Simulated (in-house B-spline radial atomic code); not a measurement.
Computed with a B-spline radial atomic code. Model: two electrons, singlet ground state, non-relativistic, full CI in B-splines with partial waves to l = 8 (at full coupling up to 3e-4 hartree above the limit, correlation up to 0.6 % small), density held at that of full coupling by Lieb maximisation.

W(λ) is the mean repulsion in the state of coupling λ less the Hartree energy of the fixed density. Its start is exact exchange, its initial slope is twice the second-order Görling-Levy correlation energy, and its area from 0 to 1 is E_xc. A straight curve means weak, dynamic correlation, and a curve that drops fast and flattens means strong correlation.

Command:
```bash
python run_ac.py task.json out
```
Settings (lengths in bohr, energies in hartree):
```
potential              coulomb
strength               1
lmax                   8
wall_radius            0.5
```

Cost of the run: 3.1 s on 1 thread of Intel(R) Xeon(R) Processor @ 2.30GHz, with other jobs on the host.

**W = mean repulsion less Hartree energy, and W of three functionals.**

Given: confinement point charge; nuclear charge 1; hard wall radius 0.5 bohr; external potential -Z/r.

Computed: PBE exchange minus exact 161.6 millihartree; SCAN exchange minus exact -19.242 millihartree.

```json
{"coupling": "0", "W xc (hartree)": "-3.6503", "W xc minus exchange (millihartree)": "0", "kinetic minus Kohn-Sham (millihartree)": "0", "LDA (PW92) W minus its exchange (millihartree)": "0", "PBE W minus its exchange (millihartree)": "0", "SCAN W minus its exchange (millihartree)": "0"}
{"coupling": "0.02", "W xc (hartree)": "-3.6524", "W xc minus exchange (millihartree)": "-2.137", "kinetic minus Kohn-Sham (millihartree)": "0", "LDA (PW92) W minus its exchange (millihartree)": "-15.21", "PBE W minus its exchange (millihartree)": "-3.63", "SCAN W minus its exchange (millihartree)": "-1.96"}
{"coupling": "0.05", "W xc (hartree)": "-3.6556", "W xc minus exchange (millihartree)": "-5.331", "kinetic minus Kohn-Sham (millihartree)": "0.1", "LDA (PW92) W minus its exchange (millihartree)": "-32.43", "PBE W minus its exchange (millihartree)": "-9.03", "SCAN W minus its exchange (millihartree)": "-4.87"}
{"coupling": "0.12", "W xc (hartree)": "-3.663", "W xc minus exchange (millihartree)": "-12.732", "kinetic minus Kohn-Sham (millihartree)": "0.8", "LDA (PW92) W minus its exchange (millihartree)": "-65.18", "PBE W minus its exchange (millihartree)": "-21.37", "SCAN W minus its exchange (millihartree)": "-11.58"}
{"coupling": "0.25", "W xc (hartree)": "-3.6766", "W xc minus exchange (millihartree)": "-26.288", "kinetic minus Kohn-Sham (millihartree)": "3.3", "LDA (PW92) W minus its exchange (millihartree)": "-114.3", "PBE W minus its exchange (millihartree)": "-43.39", "SCAN W minus its exchange (millihartree)": "-23.76"}
{"coupling": "0.4", "W xc (hartree)": "?", "W xc minus exchange (millihartree)": "?", "kinetic minus Kohn-Sham (millihartree)": "?", "LDA (PW92) W minus its exchange (millihartree)": "?", "PBE W minus its exchange (millihartree)": "?", "SCAN W minus its exchange (millihartree)": "?"}
{"coupling": "0.6", "W xc (hartree)": "-3.7119", "W xc minus exchange (millihartree)": "-61.609", "kinetic minus Kohn-Sham (millihartree)": "18.2", "LDA (PW92) W minus its exchange (millihartree)": "-215.58", "PBE W minus its exchange (millihartree)": "-97.8", "SCAN W minus its exchange (millihartree)": "-55.22"}
{"coupling": "0.8", "W xc (hartree)": "-3.7313", "W xc minus exchange (millihartree)": "-81.05", "kinetic minus Kohn-Sham (millihartree)": "31.8", "LDA (PW92) W minus its exchange (millihartree)": "-262.94", "PBE W minus its exchange (millihartree)": "-126.34", "SCAN W minus its exchange (millihartree)": "-72.46"}
{"coupling": "1", "W xc (hartree)": "-3.7502", "W xc minus exchange (millihartree)": "-99.971", "kinetic minus Kohn-Sham (millihartree)": "48.8", "LDA (PW92) W minus its exchange (millihartree)": "-305.57", "PBE W minus its exchange (millihartree)": "-153.35", "SCAN W minus its exchange (millihartree)": "-89.22"}
{"coupling": "1.4", "W xc (hartree)": "?", "W xc minus exchange (millihartree)": "?", "kinetic minus Kohn-Sham (millihartree)": "?", "LDA (PW92) W minus its exchange (millihartree)": "?", "PBE W minus its exchange (millihartree)": "?", "SCAN W minus its exchange (millihartree)": "?"}
{"coupling": "2", "W xc (hartree)": "-3.8376", "W xc minus exchange (millihartree)": "-187.35", "kinetic minus Kohn-Sham (millihartree)": "179", "LDA (PW92) W minus its exchange (millihartree)": "-475.92", "PBE W minus its exchange (millihartree)": "-271.19", "SCAN W minus its exchange (millihartree)": "-166.87"}
{"coupling": "3", "W xc (hartree)": "-3.9143", "W xc minus exchange (millihartree)": "-264.05", "kinetic minus Kohn-Sham (millihartree)": "369.9", "LDA (PW92) W minus its exchange (millihartree)": "-605.25", "PBE W minus its exchange (millihartree)": "-368.69", "SCAN W minus its exchange (millihartree)": "-235.98"}
{"coupling": "4.5", "W xc (hartree)": "-4.0128", "W xc minus exchange (millihartree)": "-362.52", "kinetic minus Kohn-Sham (millihartree)": "736.9", "LDA (PW92) W minus its exchange (millihartree)": "-757.33", "PBE W minus its exchange (millihartree)": "-489.85", "SCAN W minus its exchange (millihartree)": "-326.93"}
{"coupling": "7", "W xc (hartree)": "-4.143", "W xc minus exchange (millihartree)": "-492.71", "kinetic minus Kohn-Sham (millihartree)": "1477.9", "LDA (PW92) W minus its exchange (millihartree)": "-946.66", "PBE W minus its exchange (millihartree)": "-648.15", "SCAN W minus its exchange (millihartree)": "-452.58"}
{"coupling": "10", "W xc (hartree)": "-4.2599", "W xc minus exchange (millihartree)": "-609.67", "kinetic minus Kohn-Sham (millihartree)": "2463.3", "LDA (PW92) W minus its exchange (millihartree)": "-1113.3", "PBE W minus its exchange (millihartree)": "-792.68", "SCAN W minus its exchange (millihartree)": "-572.25"}
```

What belongs in the row 0.4?

W xc (hartree): -3.6919; W xc minus exchange (millihartree): -41.633; kinetic minus Kohn-Sham (millihartree): 8.2; LDA (PW92) W minus its exchange (millihartree): -161.54; PBE W minus its exchange (millihartree): -67.49; SCAN W minus its exchange (millihartree): -37.46.

What belongs in the row 1.4?

W xc (hartree): -3.7866; W xc minus exchange (millihartree): -136.32; kinetic minus Kohn-Sham (millihartree): 92.4; LDA (PW92) W minus its exchange (millihartree): -380.68; PBE W minus its exchange (millihartree): -203.55; SCAN W minus its exchange (millihartree): -121.44.

What is the LDA exchange minus exact?

503.22 millihartree.

**Energy parts, natural occupations and partial-wave weights.**

Computed: total energy 33.1122 hartree; exchange energy -3.6503 hartree; correlation energy -0.051125 hartree; kinetic part of the DFT correlation energy 0.048846 hartree; initial slope twice GL2 -0.10696 hartree; kinetic part over minus potential part 0.4886; Lieb Oxford ratio E_xc over LDA exchange 1.1761.

```tsv
natural	occupation of the shell (electrons)
s	1.9982
p	?
d	8.0566e-05
s	5.2612e-05
f	1.116e-05
p	1.0127e-05
```

What belongs in the row p?

occupation of the shell (electrons): 0.0015875.

```json
{"wave": "s", "weight": "0.99915"}
{"wave": "p", "weight": "0.00079908"}
{"wave": "d", "weight": "4.1595e-05"}
{"wave": "f", "weight": "?"}
{"wave": "g", "weight": "1.3995e-06"}
```

What belongs in the row f?

weight: 5.9753e-06.

What is the Kohn-Sham kinetic?

39.62 hartree.

What is the Hartree energy?

7.3005 hartree.

Half-way to full coupling W has made 52 % of its drop, against 50 % for a straight line, and second-order (GL2) theory, half the initial slope, overshoots the correlation energy by about 5 %: correlation is weak here. Over couplings 0 to 1 the errors in E_xc come to about +375 millihartree for LDA, +132 millihartree for PBE, -14 millihartree for SCAN, so SCAN is nearest. In LDA and PBE and SCAN the errors of exchange and correlation have opposite signs, so the sum is smaller than the larger of the two.
